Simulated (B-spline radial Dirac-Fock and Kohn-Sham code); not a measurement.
## Binding energies of Nb⁴⁺

System: Nb⁴⁺ in the configuration [Kr] 4d1; nuclear rms radius 4.324 fm (A = 93).

Level of theory: Dirac-Fock (average of configuration) total-energy differences with a finite nucleus, the Breit interaction including its frequency dependence, and self-energy and vacuum-polarisation corrections; a B-spline atomic structure program. Correlation and solid-state effects are left out. Energies are counted from the vacuum level.

All terms are in eV, carry their sign (relaxation lowers the binding energy) and add up to the binding energy; ⟨r⟩ is the mean radius of the orbital in the initial state.

```
subshell  −ε (Koopmans)  relaxation   Gaunt  retardation     QED  binding energy  ⟨r⟩ (bohr)
      1s        19147.5      -54.50  -36.26         2.67  -16.69         19042.7       0.036
      2s         2792.6      -26.45   -2.92         0.13   -1.93          2761.5       0.157
   2p1/2         2557.6      -29.29   -5.37         0.59    0.20          2523.7       0.135
   2p3/2         2461.2      -28.59   -3.82         0.67   -0.01          2429.5       0.139
      3s          537.2       -7.96   -0.34         0.00   -0.35           528.6       0.440
   3p1/2          447.3       -8.17   -0.69         0.07    0.04           438.5       0.436
   3p3/2          431.0       -7.90   -0.43         0.09    0.00           422.8       0.446
   3d3/2          272.8       -8.78   -0.11         0.00    0.04           263.9       0.429
   3d5/2          269.8       -8.67    0.00         0.00    0.03           261.2       0.433
      4s          117.9       -1.14   -0.04         0.00   -0.05           116.7       1.143
   4p1/2          89.07       -1.03   -0.08         0.01    0.01           87.98       1.240
   4p3/2          86.69       -0.98   -0.04         0.01    0.00           85.68       1.264
      4d          49.78       -0.42    0.01         0.00    0.00           49.37       1.619
```

For the deepest level, K (1s), the Breit terms make up -0.176 % of the binding energy, QED -0.088 % and orbital relaxation -0.286 %.

Spin-orbit splittings: 2p 94.28 eV, 3p 15.72 eV, 3d 2.77 eV, 4p 2.30 eV.

Going to the tabulated ground configuration of the next ion removes an electron from N4,5 (4d), computed at 49.37 eV. NIST lists 50.5728 eV as the ionisation energy of this species (measured), +1.20 eV from the computed value. Where a p, d or f shell is open in either ion the computed value averages over both j values and all terms, while the table refers to the lowest levels; that difference holds spin-orbit splitting (largest in heavy or highly charged ions), term energies where several electrons share open shells, and correlation, and it can reach 10 % or more.
